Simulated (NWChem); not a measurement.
CCl3F; SMILES FC(Cl)(Cl)Cl

Computed with NWChem. Pople sets run with spherical d functions. Geometry: optimised at PBE0/def2-SVP. B3LYP is NWChem's, with the RPA form of VWN correlation.

### Question
Taking B3LYP/aug-cc-pVTZ as the yardstick, which of these has the fewest basis functions while keeping “dipole (D)” within 0.05 D of it: B3LYP/def2-SVP; B3LYP/3-21G; B3LYP/def2-TZVP; B3LYP/def2-SVPD; B3LYP/6-311++G**; B3LYP/6-31+G*; B3LYP/STO-3G; B3LYP/6-31G*?…

### Answer
B3LYP/def2-SVP (a larger set in the list lies outside the tolerance).
```tsv
level	basis functions	dipole (D)
B3LYP/STO-3G	37	1.08
B3LYP/3-21G	57	0.13
B3LYP/6-31G*	82	0.16
B3LYP/def2-SVP	82	0.32
B3LYP/6-31+G*	102	0.37
B3LYP/def2-SVPD	124	0.36
B3LYP/6-311++G**	134	0.42
B3LYP/def2-TZVP	173	0.34
B3LYP/aug-cc-pVTZ	242	0.34
```

The yardstick is one finite set, not the basis-set limit.
